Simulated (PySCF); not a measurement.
A GIAO shielding run with PySCF 2.14.0 with density-fitted response routines (density fitting, non-relativistic, gas phase) on SMILES C[Si@@H]1CCC[Si@H]1P, C4H13PSi2:

```
$ OMP_NUM_THREADS=1 python probes_run.py task.json out

{"job": {"kind": "nmr", "xc": "PBE0", "basis": "pcSseg-1"}, "charge": 0, "multiplicity": 1}
C     -1.292219     2.542229     0.066032
Si    -0.489595     1.082402    -0.815537
C     -1.519872    -0.515841    -0.641955
C     -1.060797    -1.282280     0.607318
C      0.456961    -1.516283     0.603504
Si     1.334264     0.159525     0.338008
P      3.205985    -0.110694    -0.911687
H     -2.241006     2.823654    -0.417404
H     -0.631196     3.422145     0.060688
H     -1.503937     2.285545     1.115620
H     -0.235611     1.421603    -2.251987
H     -2.601116    -0.301118    -0.609732
H     -1.347552    -1.133586    -1.541112
H     -1.595660    -2.244467     0.688574
H     -1.339508    -0.709437     1.511185
H      0.795505    -2.023534     1.520741
H      0.729813    -2.171452    -0.243320
H      1.606287     0.830091     1.652747
H      3.589618     1.264386    -0.835426
H      4.045028    -0.499105     0.180064
```

Hardware: 1 thread of an Intel Xeon Platinum 8259CL, shared host. The job also computes population analyses, field gradients, ring-centre shieldings.

**Question.** How large is the calculation?

**Answer.** 80 electrons, 205 basis functions and 1133 auxiliary functions.

**Question.** How long does it take, and how much memory does it need?

**Answer.** 48 s of wall time, with 12 SCF cycles and 4 response iterations; peak memory 1.1 GiB. Times on a shared host scatter by some tens of per cent.

**Question.** And these other runs on the same molecule and hardware: GIAO shielding at KT3/pcSseg-1?

**Answer.** KT3/pcSseg-1: 205 functions, 71 s.
